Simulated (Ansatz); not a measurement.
Calculated with Ansatz (gas phase, PBE0-D4/def2-TZVP geometries, no zero-point term in ΔE). CBS: MP2 limit from def2 TZ/QZ plus the TZ coupled-cluster correction, frozen cores. This one scheme is used for every species. DFT in def2-TZVPP. Elements past krypton have def2 core potentials. For Ga, In outer-core shells are correlated without core-valence functions, which leaves a few kJ/mol of doubt a bond. Scalar relativity is left out up to krypton. Each species was taken in one conformer, which may not be the lowest.

`C=[C]([GaH2])[InH2]` + `N#CO` → `N#C[O][GaH2]` + `C=[CH][InH2]`  (ligand exchange at a Ga–C bond)

CCSD(T)/CBS gives -23.7 kcal/mol.

(1) Another level gave -26.3 kcal/mol. Which?
A. BLYP/def2-TZVPP
B. ωB97M-V/def2-TZVPP
C. MP2/def2-TZVPP
D. r2SCANh/def2-TZVPP

(2) What do rigid-rotor, harmonic-oscillator terms from PBE0-D4/def2-TZVP frequencies (298.15 K, 1 bar) make of the CCSD(T)/CBS value? (Best estimate.)

Largest T1 diagnostic among the species: 0.015.

Answers

(1) D. r2SCANh -26.3, ωB97M-V -25.3, BLYP -27.7, MP2/def2-TZVPP -24.3 kcal/mol.

(2) Ansatz gave: ΔZPE = +0.8 kcal/mol, ΔH = -23.4 kcal/mol, ΔS = -1 J/(mol·K), ΔG = -23.3 kcal/mol.

The D4 term adds +1.4 kcal/mol with B3LYP and +0.8 kcal/mol with PBE0; it sums over pairs of atoms, weighted by their polarisabilities, and B3LYP, whose exchange is more repulsive, gets the larger term. In def2-TZVPP, CCSD(T) changes the Hartree–Fock value by +5.4 kcal/mol (the triples alone add +0.7 kcal/mol) and MP2 by +5.8 kcal/mol. Leaving LDA and LC-ωPBE aside and taking each functional with its dispersion term where it has one, the values, not all of them listed here, spread over 3.1 kcal/mol, from CAM-B3LYP-D4 to PBE-D4. LDA lies +1.5 kcal/mol from PBE without D4.

B3LYP here is the variant with VWN-RPA as its local correlation; programs differ in this.
